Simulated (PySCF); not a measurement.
CH5O, charge +1. Atoms are numbered in the order given.

```xyz
7

C     -0.7968    -0.0180     0.0000
O      0.7186     0.0866     0.0000
H     -1.1043     0.5054     0.8985
H     -1.1043     0.5054    -0.8985
H     -1.0631    -1.0701     0.0000
H      1.1518    -0.2629     0.8022
H      1.1518    -0.2629    -0.8022
```
Charge +1, spin multiplicity 1.

The structure is a stationary point at B3LYP-D3(BJ)/def2-TZVP. The isomer is the one that the SMILES or the coordinates give; other isomers of the formula were not compared.

Calculation: PBE/def2-TZVPD (PySCF).

Gas-phase values at a fixed geometry.

- total energy = -115.92643 hartree
- point group = Cs
- highest occupied level = -15.66 eV
- lowest empty level = -7.49 eV
- orbital gap = 8.17 eV
- dipole moment about the centre of nuclear charge = 1.84 D
- mean static polarisability = 17.8 bohr³ (2.63 Å³)
- polarisability, principal values = 16.0, 17.3, 20.0 bohr³
